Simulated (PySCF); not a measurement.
C₃H₁₀OSi, SMILES CC(C)(O)[SiH3].

Geometry: B3LYP-D3(BJ)/def2-SVP. Other conformers were not sampled.

Calculation: B3LYP-D3(BJ)/def2-SVP (PySCF 2.14.0).

Frequencies are harmonic and unscaled.

Problem. Give all harmonic wavenumbers and intensities. (The exact figures need the calculation; the answer reports its results.)

Solution. 
| mode | ν (cm⁻¹) | IR (km/mol) | Raman (Å⁴/amu) | depolarisation | moving atoms (share of kinetic energy) |
|---|---|---|---|---|---|
| 1 | 147 | 2.7 | 0.1 | 0.75 | H 96 % |
| 2 | 213 | 1.6 | 0.2 | 0.66 | H 39 %, O 28 %, C 21 %, Si 12 % |
| 3 | 218 | 4.0 | 0.2 | 0.75 | C 42 %, H 39 %, Si 13 % |
| 4 | 243 | 3.5 | 0.4 | 0.75 | H 94 % |
| 5 | 286 | 1.1 | 0.2 | 0.69 | H 85 %, O 10 % |
| 6 | 289 | 86.0 | 3.7 | 0.75 | H 96 % |
| 7 | 354 | 7.4 | 2.4 | 0.34 | Si 39 %, H 26 %, C 22 %, O 13 % |
| 8 | 370 | 1.4 | 1.2 | 0.46 | H 42 %, C 38 %, O 17 % |
| 9 | 434 | 31.0 | 0.7 | 0.75 | O 41 %, C 32 %, H 27 % |
| 10 | 610 | 0.5 | 14.3 | 0.11 | C 39 %, H 35 %, Si 15 %, O 11 % |
| 11 | 642 | 24.9 | 10.3 | 0.75 | H 79 %, Si 12 %, C 9 % |
| 12 | 646 | 45.5 | 9.0 | 0.63 | H 74 %, Si 12 %, C 11 % |
| 13 | 860 | 26.5 | 14.3 | 0.75 | C 48 %, H 33 %, O 19 % |
| 14 | 926 | 3.5 | 3.0 | 0.75 | H 64 %, C 35 % |
| 15 | 928 | 250.6 | 5.1 | 0.74 | H 90 %, Si 10 % |
| 16 | 950 | 22.7 | 13.9 | 0.74 | H 89 % |
| 17 | 956 | 47.1 | 19.8 | 0.75 | H 97 % |
| 18 | 974 | 22.4 | 12.8 | 0.75 | H 50 %, C 32 %, O 18 % |
| 19 | 1003 | 1.6 | 3.5 | 0.75 | H 77 %, C 22 % |
| 20 | 1119 | 61.9 | 12.6 | 0.21 | H 64 %, C 30 % |
| 21 | 1183 | 5.1 | 2.0 | 0.75 | C 75 %, H 24 % |
| 22 | 1190 | 16.7 | 1.6 | 0.71 | C 61 %, H 35 % |
| 23 | 1335 | 31.9 | 14.0 | 0.45 | H 59 %, C 34 % |
| 24 | 1380 | 6.6 | 3.0 | 0.75 | H 77 %, C 23 % |
| 25 | 1396 | 3.6 | 1.4 | 0.66 | H 80 %, C 20 % |
| 26 | 1452 | 2.0 | 11.0 | 0.75 | H 96 % |
| 27 | 1457 | 0.9 | 14.5 | 0.75 | H 96 % |
| 28 | 1469 | 4.9 | 22.9 | 0.75 | H 95 % |
| 29 | 1481 | 12.4 | 1.6 | 0.66 | H 94 % |
| 30 | 2209 | 102.7 | 112.7 | 0.18 | H 97 % |
| 31 | 2231 | 87.1 | 153.7 | 0.12 | H 98 % |
| 32 | 2237 | 119.7 | 83.0 | 0.75 | H 96 % |
| 33 | 3001 | 14.1 | 6.7 | 0.75 | H 96 % |
| 34 | 3005 | 46.3 | 278.3 | 0.05 | H 96 % |
| 35 | 3083 | 4.8 | 14.6 | 0.75 | H 91 %, C 9 % |
| 36 | 3088 | 37.5 | 128.2 | 0.65 | H 91 %, C 9 % |
| 37 | 3121 | 9.3 | 40.2 | 0.75 | H 90 %, C 10 % |
| 38 | 3123 | 19.5 | 78.6 | 0.74 | H 90 %, C 10 % |
| 39 | 3753 | 7.0 | 158.5 | 0.28 | H 94 % |
